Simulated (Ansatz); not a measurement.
Ansatz (a program for electronic structure) input (CCSD(T)/6-31G*):

Ansatz 0.2 input:
```yaml
crystal:
  periodic: [false, false, false]
  atoms:
    - {symbol: O, position_ang: [-1.99872708, -0.89920767, -0.21622045]}
    - {symbol: B, position_ang: [-0.88757342, -0.09985313, -0.24921942]}
    - {symbol: O, position_ang: [-0.96309533, 1.14477138, -0.80927025]}
    - {symbol: O, position_ang: [0.30210905, -0.53409325, 0.27211591]}
    - {symbol: Si, position_ang: [1.79177708, 0.17984025, 0.41991496]}
    - {symbol: H, position_ang: [-1.83156692, -1.75132939, 0.19781885]}
    - {symbol: H, position_ang: [-1.84048861, 1.35392248, -1.14422070]}
    - {symbol: H, position_ang: [1.67354696, 1.46821758, 1.15584727]}
    - {symbol: H, position_ang: [2.62920346, -0.78107212, 1.18484075]}
basis:
  gaussian:
    orbitals: 6-31G*
magnetization: {spin_polarized: true, initial_magnetization: 1}
correlation: {method: ccsd_t, electrons: outside_noble_gas}
```

Output:

```
Functional definition: HF
integrals: 0.13 GiB planned
808 factors; integrals over basis functions are off by at most 9.2e-4 eV
0.66 GiB of device memory are held for the factors and their scratch space
mean field: 0.38 GiB planned
mean field evaluation 1: about -14708.2174 eV, gradient 3.3e1 eV
mean field evaluation 2: about -14708.2695 eV, gradient 3.3e1 eV
mean field evaluation 4: about -14712.5541 eV, gradient 2.5e0 eV
mean field evaluation 8: about -14712.6124 eV, gradient 3.5e-1 eV
mean field evaluation 16: about -14708.2166 eV, gradient 3.3e1 eV
mean field -14712.61410216 eV, -540.6785956864 hartree, gradient 2.9e-6 eV, S^2 0.752370; 0 other end points of the search recorded, 0 dependent functions left out
9 core orbitals not correlated
reference -14712.61410216 eV, -540.6785956864 hartree; 15, 14 occupied and 63, 64 virtual orbitals, 808 factors
second order -18.22703133 eV of doubles, -0.00000000 eV of singles
coupled cluster: 1.01 GiB planned
cycle   1  -18.44214017 eV  change   -2.2e-1 eV  update   1.0e-1
cycle   2  -18.90231691 eV  change   -4.6e-1 eV  update   3.0e-2
cycle   3  -19.03258211 eV  change   -1.3e-1 eV  update   1.7e-2
cycle   4  -19.02684890 eV  change    5.7e-3 eV  update   4.2e-3
cycle   5  -19.02498139 eV  change    1.9e-3 eV  update   1.9e-3
cycle   6  -19.02525137 eV  change   -2.7e-4 eV  update   7.4e-4
cycle   7  -19.02516445 eV  change    8.7e-5 eV  update   3.0e-4
cycle   8  -19.02518505 eV  change   -2.1e-5 eV  update   9.9e-5
cycle   9  -19.02524370 eV  change   -5.9e-5 eV  update   3.6e-5
cycle  10  -19.02524693 eV  change   -3.2e-6 eV  update   1.3e-5
perturbative correction -0.42117858 eV, -0.0154780273 hartree
Total energy: -14732.06052767 eV, -541.3932386425 hartree
```

It need not be the lowest isomer of its formula.
